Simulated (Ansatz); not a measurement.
Species: MoO₃, charge 0, multiplicity 3. The spin state was set by rule; other spins were not relaxed. 
Coordinates optimised at B3LYP-D3(BJ)/def2-TZVP (Ansatz, a program for electronic structure):
```xyz
4

Mo    -0.0659     0.0787     0.0971
O     -1.1070    -1.4461    -0.3192
O      0.0744     1.2434    -1.1270
O      1.3786    -0.2104     0.9365
```
Charge 0, spin multiplicity 3.

Parts of the frozen-core correlation energy in def2-SVP (Ansatz, hartree). Frozen orbitals: 7; correlated occupied orbitals by spin: 13 and 11; virtual: 53 and 55. Open shells are spin-unrestricted. No spin-orbit coupling. Past Kr the def2 sets carry scalar-relativistic core potentials.

| term | value |
|---|---|
| reference (HF) | -291.87371 |
| MP2 opposite-spin | -0.47339 |
| MP2 same-spin | -0.21346 |
| CCSD correlation | -0.72526 |
| (T) | -0.03966 |
| T1 diagnostic | 0.084 |
| largest doubles amplitude | 0.045 |
| <S^2> of the reference | 2.745 |
